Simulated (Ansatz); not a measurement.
`CNB(F)F` + `C=O` → `O=CB(F)F` + CH₃NH₂ at 400 K and 1 bar (formal exchange of groups at a B–N bond).

Isolated molecules relaxed with PBE0-D4/def2-TZVP in Ansatz; ΔE leaves out vibrations. CCSD(T)/CBS adds triple-zeta CCSD(T) − MP2 to the extrapolated MP2 energy (def2 sets, frozen cores). This one scheme is used for every species. Each species was taken in one conformer, which may not be the lowest.

```json
{"species": "`CNB(F)F`", "CCSD(T)/CBS energy (Eh)": "-319.70892", "H − E (kJ/mol)": "198.5", "S (J/(mol·K))": "339.2"}
{"species": "`C=O`", "CCSD(T)/CBS energy (Eh)": "-114.39408", "H − E (kJ/mol)": "83.9", "S (J/(mol·K))": "229.4"}
{"species": "`O=CB(F)F`", "CCSD(T)/CBS energy (Eh)": "-338.29791", "H − E (kJ/mol)": "97.6", "S (J/(mol·K))": "329.8"}
{"species": "CH₃NH₂", "CCSD(T)/CBS energy (Eh)": "-95.75281", "H − E (kJ/mol)": "185.4", "S (J/(mol·K))": "256.0"}
```

H − E and S are ideal-gas, rigid-rotor, harmonic terms from PBE0-D4/def2-TZVP, for one conformer and one mirror image of each species. 1 Eh = 2625.50 kJ/mol, R = 8.31446 J/(mol·K).

By hand: ΔE, ΔH, ΔS and ΔG.

ΔE = (-338.29791) + (-95.75281) − (-319.70892) − (-114.39408) = 0.05228 Eh = 137.3 kJ/mol. Δ(H − E) = 97.6 + 185.4 − 198.5 − 83.9 = 0.6, so ΔH = 137.9 kJ/mol. ΔS = 329.8 + 256.0 − 339.2 − 229.4 = 17.2 J/(mol·K). ΔG = 137.9 − 400 × (17.2)/1000 = 131.0 kJ/mol.

By hand: the equilibrium constant, and the temperature at which ΔG would vanish if ΔH and ΔS stayed fixed.

log₁₀ K = −ΔG/(RT ln 10) = -17.1. ΔG = 0 at ΔH/ΔS = 8017 K, far beyond where these terms or the molecules hold.

ΔH outweighs TΔS. A doubt of 5 kJ/mol in ΔE shifts log₁₀ K by 0.7 here. Other conformers and mirror images would add mixing entropy, several J/(mol·K) or more a flexible species. These are equilibria of isolated gas molecules and say nothing of rates. Largest T1 diagnostic: 0.015 (customary marks: 0.02 for closed shells, 0.045 for open ones).
